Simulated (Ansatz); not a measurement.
C3H5FOSi can be A, `CC1(F)[SiH2]C1=O`, or B, `FC1=CO[SiH2]C1`.

Isolated molecules relaxed with PBE0-D4/def2-TZVP in Ansatz; ΔE leaves out vibrations. CCSD(T)/CBS adds triple-zeta CCSD(T) − MP2 to the extrapolated MP2 energy (def2 sets, frozen cores). Functionals use def2-TZVPP.

Task: Which is lower in electronic energy at CCSD(T)/CBS, and by how much? (Best estimate.)

Result: Computed: B, by 62.6 kcal/mol.

Task: Give E(B) − E(A) in kcal/mol with r2SCAN-D4, HF/def2-TZVPP, PBE0-D4, MP2/def2-TZVPP, CCSD(T)/def2-TZVPP, B2PLYP, ωB97M-V. (An estimate is asked.)

Result: The calculation gave: r2SCAN-D4 -57.7, HF/def2-TZVPP -70.5, PBE0-D4 -59.3, MP2/def2-TZVPP -62.9, CCSD(T)/def2-TZVPP -61.9, B2PLYP -60.5, ωB97M-V -61.9. None reverses the order clearly.

Largest T1 diagnostic: 0.016.

In def2-TZVPP, CCSD(T) changes the Hartree–Fock value by +8.6 kcal/mol (the triples alone add +2.2 kcal/mol) and MP2 by +7.5 kcal/mol. From PBE to PBE0 (25 % exact exchange), in def2-TZVPP and without D4, E(B) − E(A) moves by −6.7 kcal/mol.
